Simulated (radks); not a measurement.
Results of a calculation; reference values are marked as such.
Q: These are the eigenvalues of the occupied orbitals of an atom or ion with whole-number occupations (eV). Level of theory: Dirac Kohn-Sham, relativistic LDA (MacDonald-Vosko exchange, VWN5 correlation), spin-unpolarised, spherical densities, finite nucleus; Fermi nuclear charge, rms radius of each element as measured or else 0.836 A^(1/3) + 0.57 fm (a radial shooting solver on a logarithmic mesh with Libxc functionals).

| orbital | eigenvalue |
|---|---|
| 1s1/2 | -4376.974 |
| 2s1/2 | -998.4650 |

Which element is it, and in what charge state? The configuration may be excited. Open shells, if any, fill j = l - 1/2 first.

A: Z = 19, potassium, charge +16: K16+ in [He] 2s1. The 1s level, -160.85 hartree, gives Z - s = 17.9 by -(Z - s)^2/2, which with screening and relativity narrows Z to a few neighbours, and the depths must fix Z and the occupations together.
